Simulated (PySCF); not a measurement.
# How the method moves the HOMO and LUMO of `BB(C)SC`

Species: C₂H₈B₂S.
Geometry (PBE0-D3(BJ)/def2-SVP, Å), atoms numbered from 1 in this order:
```
atom  x, y, z in Å
B1    -0.6836    1.0870   -0.5913
B2    -0.5100   -0.3928    0.1711
C3    -1.6495   -1.4787    0.2901
S4     1.0505   -0.7943    0.9417
C5     2.1217    0.6463    0.6502
H6    -1.0843    2.0699   -0.0033
H7    -0.3960    1.2504   -1.7585
H8    -2.4940   -1.0569    0.8623
H9    -2.0559   -1.7295   -0.7040
H10   -1.3348   -2.4118    0.7817
H11    1.7006    1.5509    1.1109
H12    2.2756    0.8110   -0.4253
H13    3.0940    0.4367    1.1154
```

Basis pcSseg-2 throughout (PySCF), one geometry. The structure is a single PBE0-D3(BJ)/def2-SVP conformer in the gas phase; no vibrational or solvent corrections.

Task: How do the orbital energies, the gap and the dipole change with the method?

Result: 
| method | kind | HOMO (eV) | LUMO (eV) | gap (eV) | μ (D) | SCF cycles |
| --- | --- | --- | --- | --- | --- | --- |
| BLYP | GGA | -6.15 | -2.62 | 3.53 | 0.81 | 14 |
| B97-D | GGA | -6.26 | -2.56 | 3.70 | 0.82 | 15 |
| PBE | GGA | -6.32 | -2.80 | 3.52 | 0.82 | 15 |
| OPBE | GGA | -6.32 | -2.56 | 3.76 | 0.82 | 15 |
| KT2 | GGA | -6.38 | -2.84 | 3.54 | 0.83 | 15 |
| KT3 | GGA | -6.39 | -2.68 | 3.71 | 0.81 | 14 |
| BP86 | GGA | -6.40 | -2.84 | 3.57 | 0.82 | 15 |
| LDA | LDA | -6.42 | -3.12 | 3.30 | 0.85 | 13 |
| B97-2 | global hybrid | -7.20 | -1.76 | 5.44 | 0.88 | 13 |
| B3LYP | global hybrid | -7.21 | -2.01 | 5.20 | 0.87 | 12 |
| PBE0 | global hybrid | -7.44 | -1.81 | 5.64 | 0.89 | 13 |
| mPW1PW91 | global hybrid | -7.46 | -1.79 | 5.67 | 0.89 | 12 |
| BHandHLYP | global hybrid | -8.44 | -0.77 | 7.67 | 0.95 | 12 |
| CAM-B3LYP | range-separated hybrid | -8.73 | -0.72 | 8.00 | 0.92 | 12 |
| wB97X-D | range-separated hybrid | -9.26 | 0.08 | 9.34 | 0.93 | 14 |
| HF | Hartree–Fock | -10.03 | 1.58 | 11.61 | 1.07 | 10 |
| LC-wPBE | range-separated hybrid | -10.10 | 0.48 | 10.57 | 0.96 | 13 |

The HOMO spans 3.94 eV, from BLYP down to LC-wPBE, and the gap runs from 3.30 eV (LDA) to 11.61 eV (HF). Over the methods BLYP (0 %), B97-D (0 %), PBE (0 %), OPBE (0 %), KT2 (0 %), KT3 (0 %), BP86 (0 %), LDA (0 %), B97-2 (21 %), B3LYP (20 %), PBE0 (25 %), mPW1PW91 (25 %), BHandHLYP (50 %), HF (100 %), a straight line through the gap against the share of exact exchange rises by 0.81 eV for each 10 % (correlation coefficient 0.999). The dipole ranges from 0.81 D (BLYP) to 1.07 D (HF). This basis has no diffuse functions.
